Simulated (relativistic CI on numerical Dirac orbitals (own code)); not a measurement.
**Ligand-field terms of d4**

Computed with a parametric ligand-field model of a d^n configuration (Racah B and C, spin-orbit zeta, crystal field), exact diagonalisation.

Field parameters in Wybourne normalisation: Oh B⁴₀ = 21Dq, B⁴₄ = √(5/14) B⁴₀. The field is a parameter set, without covalency.

B = 930 cm⁻¹, C = 3740 cm⁻¹ (C/B = 4.02), Oh, no spin-orbit coupling. Tanabe-Sugano data, E/B above the lowest term (Δ = |10Dq|; b, c mark the second and third term of a kind):

| Δ/B | 5E | 5T2 | 3T1 | 3E | 3T2 | 1T2 | 1E | 1A1 |
| --- | --- | --- | --- | --- | --- | --- | --- | --- |
| 1.0 | 0.00 | 1.00 | 19.98 | 20.26 | 20.86 | 30.01 | 29.93 | 31.01 |
| 3.0 | 0.00 | 3.00 | 19.03 | 20.51 | 21.84 | 29.19 | 29.20 | 31.52 |
| 5.0 | 0.00 | 5.00 | 17.63 | 20.67 | 22.31 | 27.92 | 28.21 | 31.42 |
| 7.0 | 0.00 | 7.00 | 16.03 | 20.78 | 22.56 | 26.47 | 27.05 | 31.02 |
| 9.0 | 0.00 | 9.00 | 14.33 | 20.86 | 22.72 | 24.92 | 25.73 | 30.44 |
| 11.0 | 0.00 | 11.00 | 12.56 | 20.92 | 22.84 | 23.29 | 24.30 | 29.73 |
| 13.0 | 0.00 | 13.00 | 10.76 | 20.97 | 22.92 | 21.62 | 22.77 | 28.92 |
| 15.0 | 0.00 | 15.00 | 8.92 | 21.00 | 22.99 | 19.90 | 21.16 | 28.01 |
| 17.0 | 0.00 | 17.00 | 7.07 | 21.03 | 23.04 | 18.16 | 19.50 | 27.02 |
| 19.0 | 0.00 | 19.00 | 5.19 | 21.06 | 23.08 | 16.39 | 17.78 | 25.96 |
| 21.0 | 0.00 | 21.00 | 3.30 | 21.08 | 23.12 | 14.60 | 16.03 | 24.83 |
| 23.0 | 0.00 | 23.00 | 1.40 | 21.09 | 23.15 | 12.79 | 14.24 | 23.63 |
| 25.0 | 0.52 | 25.52 | 0.00 | 21.62 | 23.69 | 11.48 | 12.94 | 22.89 |
| 27.0 | 2.44 | 29.44 | 0.00 | 23.56 | 25.64 | 11.56 | 13.03 | 23.49 |
| 29.0 | 4.37 | 33.37 | 0.00 | 25.50 | 27.59 | 11.64 | 13.10 | 24.06 |
| 31.0 | 6.30 | 37.30 | 0.00 | 27.45 | 29.54 | 11.71 | 13.17 | 24.58 |
| 33.0 | 8.24 | 41.24 | 0.00 | 29.40 | 31.50 | 11.78 | 13.23 | 25.06 |
| 35.0 | 10.19 | 45.19 | 0.00 | 31.35 | 33.46 | 11.84 | 13.28 | 25.51 |
| 37.0 | 12.14 | 49.14 | 0.00 | 33.31 | 35.42 | 11.91 | 13.33 | 25.92 |
| 39.0 | 14.09 | 53.09 | 0.00 | 35.27 | 37.39 | 11.96 | 13.37 | 26.31 |
| 41.0 | 16.05 | 57.05 | 0.00 | 37.23 | 39.36 | 12.02 | 13.41 | 26.67 |
| 43.0 | 18.01 | 61.01 | 0.00 | 39.19 | 41.33 | 12.07 | 13.44 | 27.00 |
| 45.0 | 19.97 | 64.97 | 0.00 | 41.16 | 43.30 | 12.12 | 13.47 | 27.31 |
| 47.0 | 21.93 | 68.93 | 0.00 | 43.13 | 45.27 | 12.17 | 13.50 | 27.60 |

The ground term changes from 5E to 3T1 between Δ/B = 23.0 and 25.0.
